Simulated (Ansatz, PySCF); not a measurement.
Spin states of O2Re (SMILES [O]=[Re]=[O]), each relaxed with B3LYP-D3(BJ)/def2-TZVP.
State 1 (charge 0, multiplicity 4):
```xyz
3

Re     0.26357    -0.21308     0.26536
O      1.05421     0.32000    -1.16098
O     -1.35095    -0.05955     0.82530
```
State 2 (charge 0, multiplicity 2):
```tsv
atom	x (Å)	y (Å)	z (Å)
Re	0.3483	-0.2837	0.3544
O	0.9028	0.3381	-1.1154
O	-1.2842	-0.0070	0.6907
```

Singlets are restricted, other states unrestricted; no spin–orbit coupling, no relativity up to Kr; see below for the cores. The largest T1 diagnostic is 0.076.

The values were computed with Ansatz (a first-principles code) with Gaussian orbitals; PySCF for the dispersion terms. Each number belongs to the level named beside it. In def2 rows elements past Kr take small-core potentials, without spin–orbit coupling.

| level | energy of the multiplicity-2 state less that of the multiplicity-4 state (kJ/mol) |
|---|---|
| PBE/def2-TZVPP | 9.6 |
| PBE-D3(BJ)/def2-TZVPP | 9.6 |
| BLYP-D4/def2-TZVPP | -4.7 |
| r2SCAN-D4/def2-TZVPP | 27.2 |
| B97M-V/def2-TZVPP | 18.3 |
| B3LYP/def2-TZVPP | 13.3 |
| B3LYP-D4/def2-TZVPP | 13.1 |
| PBE0-D4/def2-TZVPP | ___ |
| CAM-B3LYP-D3(BJ)/def2-TZVPP | ___ |

Q: Fill in the missing entries.

A: 
- PBE0-D4/def2-TZVPP, energy of the multiplicity-2 state less that of the multiplicity-4 state (kJ/mol): 31.3
- CAM-B3LYP-D3(BJ)/def2-TZVPP, energy of the multiplicity-2 state less that of the multiplicity-4 state (kJ/mol): 21.2

Doubts at one or more of the structures used: a spin-contaminated determinant (PBE/def2-TZVPP, PBE-D3(BJ)/def2-TZVPP, BLYP-D4/def2-TZVPP, r2SCAN-D4/def2-TZVPP, B97M-V/def2-TZVPP, B3LYP/def2-TZVPP, B3LYP-D4/def2-TZVPP, PBE0-D4/def2-TZVPP, CAM-B3LYP-D3(BJ)/def2-TZVPP).
